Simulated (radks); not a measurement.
Valence configurations of F2+ (all share [He]). Calculated with a radial shooting solver on a logarithmic mesh with Libxc functionals: Dirac Kohn-Sham, PBEsol, spin-unpolarised, spherical densities, finite nucleus; open shells fill j = l - 1/2 first; Fermi nuclear charge, rms radius 2.8976 fm. Energies are relative to 2s2 2p3; eigenvalues in eV.

| valence | E (eV) | e(2p1/2) | e(2p3/2) | e(2s1/2) |
|---|---|---|---|---|
| 2s2 2p3 | 0.000 | -48.920 | -48.833 | -67.740 |
| 2s1 2p4 | 18.947 | -48.645 | -48.559 | -67.546 |
| 2s1.5 2p3.5 | 9.464 | -48.777 | -48.691 | -67.639 |
| 2p5 | 37.973 | -48.410 | -48.326 | - |
| 2s0.5 2p4.5 | 28.450 | -48.523 | -48.438 | -67.464 |

NIST lists [He] 2s2 2p3 as the ground configuration; this level of theory agrees among the configurations tried. The energies are those of spherical spin-averaged densities, not of single terms.
